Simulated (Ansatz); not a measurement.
Rb2H2, relaxed as a singlet with RKS r2SCAN-D4/def2-TZVP in Ansatz, starting from the GFN2-xTB geometry. Force threshold 0.02 eV/Å.

In the def2 sets Rb takes a core potential; there is no spin–orbit coupling. The structure comes from a short search, and lower isomers may exist.

Start:

| atom | x (Å) | y (Å) | z (Å) |
| --- | --- | --- | --- |
| Rb1 | -1.772 | -0.596 | -1.678 |
| Rb2 | 1.131 | 0.744 | 2.694 |
| H3 | 0.699 | 0.532 | -1.285 |
| H4 | -0.058 | -0.680 | 0.269 |

```csv
step,energy (eV),largest force component (eV/Å),SCF passes
1,-1341.4777,0.804,32
2,-1341.8675,1.102,38
3,-1342.2732,0.886,32
4,-1342.6237,0.599,27
5,-1342.8976,0.472,26
6,-1343.1435,0.462,29
7,-1343.3196,0.366,28
8,-1343.4184,0.081,26
9,-1343.4282,0.041,22
10,-1343.4300,0.030,22
11,-1343.4307,0.001,22
```

Force components are those of the run's own axes.

End:

```tsv
atom	x (Å)	y (Å)	z (Å)
Rb1	-1.158	-0.623	-1.466
Rb2	1.158	0.623	1.466
H3	0.808	1.137	-1.121
H4	-0.807	-1.138	1.121
```

Bonds formed: Rb2–H3 (atoms count from 1). Metal–metal contacts that move far: Rb1–Rb2 5.42 to 3.94 Å. The end is the same structure that another start reached, the lowest one found.

No frequencies were taken in this run, so the end may be a saddle point.

Hardware: 4 threads of Intel Xeon on a shared host. Wall time 13 s.
